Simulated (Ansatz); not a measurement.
`c1cc2sc1-c1ccc(s1)-c1ccc(s1)-c1ccc(s1)-c1ccc(s1)-c1ccc(s1)-c1ccc(s1)-c1ccc(s1)-c1ccc(s1)-c1ccc(s1)-c1ccc(s1)-c1ccc-2s1`, 84 atoms. Hardware: 11 threads of AMD EPYC 7R13 on a shared host and a whole NVIDIA H100 80GB HBM3.

Correlated methods freeze 108 core orbitals. Single mean-field runs in 6-31G, def2-SVP, def2-TZVP are fitted with def2-universal-jkfit.

(1) How many basis functions does each of these Ansatz runs have, and roughly what does it cost? PBE-D4/def2-SVP, charge 0 singlet, relaxation, 3 steps; r2SCAN-D4/def2-TZVP, charge 0 singlet, energy, from earlier orbitals; PBE0-D4/def2-TZVP, charge 0 singlet, energy and forces, from earlier orbitals; PBE-D4/def2-TZVP, charge 0 triplet at the geometry of the charge 0 singlet, energy, from earlier orbitals; PBE-D4/def2-SVP, charge 0 singlet, energy, from earlier orbitals; PBE0-D4/def2-TZVP, charge 0 triplet at the geometry of the charge 0 singlet, energy; B3LYP-D4/6-31G, charge 0 singlet, energy; PBE-D4/def2-TZVP, charge -1 doublet at the geometry of the charge 0 singlet, energy, from earlier orbitals; PBE0-D4/def2-SVP, charge 0 singlet, energy, from earlier orbitals; PBE0-D4/def2-TZVP, charge 1 doublet at the geometry of the charge 0 singlet, energy; MP2/def2-SVP, charge 0 singlet, energy, from earlier orbitals; revPBE-D4/def2-TZVP, charge 0 singlet, energy and forces, from earlier orbitals.

## Answers

(1) Other jobs shared the machine, so times can vary by a factor of up to 3.

```
                                                                                                       run  functions  fitting or Cholesky vectors  wall time  peak host memory (GiB)
                                                                  B3LYP-D4/6-31G, charge 0 singlet, energy        636                         5568       12 s                     1.4
                                         PBE0-D4/def2-SVP, charge 0 singlet, energy, from earlier orbitals       1008                         5568       14 s                     1.4
                                          PBE-D4/def2-SVP, charge 0 singlet, energy, from earlier orbitals       1008                         5568       15 s                     1.4
                                                    PBE-D4/def2-SVP, charge 0 singlet, relaxation, 3 steps       1008                         5568       21 s                     1.6
                                      r2SCAN-D4/def2-TZVP, charge 0 singlet, energy, from earlier orbitals       2076                         5568       22 s                     2.1
                           revPBE-D4/def2-TZVP, charge 0 singlet, energy and forces, from earlier orbitals       2076                         5568       27 s                     2.1
                             PBE0-D4/def2-TZVP, charge 0 singlet, energy and forces, from earlier orbitals       2076                         5568       31 s                       6
 PBE-D4/def2-TZVP, charge 0 triplet at the geometry of the charge 0 singlet, energy, from earlier orbitals       2076                         5568       37 s                     2.8
PBE-D4/def2-TZVP, charge -1 doublet at the geometry of the charge 0 singlet, energy, from earlier orbitals       2076                         5568       37 s                     2.8
                                             MP2/def2-SVP, charge 0 singlet, energy, from earlier orbitals       1008                        10168       50 s                     2.5
                       PBE0-D4/def2-TZVP, charge 1 doublet at the geometry of the charge 0 singlet, energy       2076                         5568       71 s                     3.7
                       PBE0-D4/def2-TZVP, charge 0 triplet at the geometry of the charge 0 singlet, energy       2076                         5568    1.9 min                     4.4
```
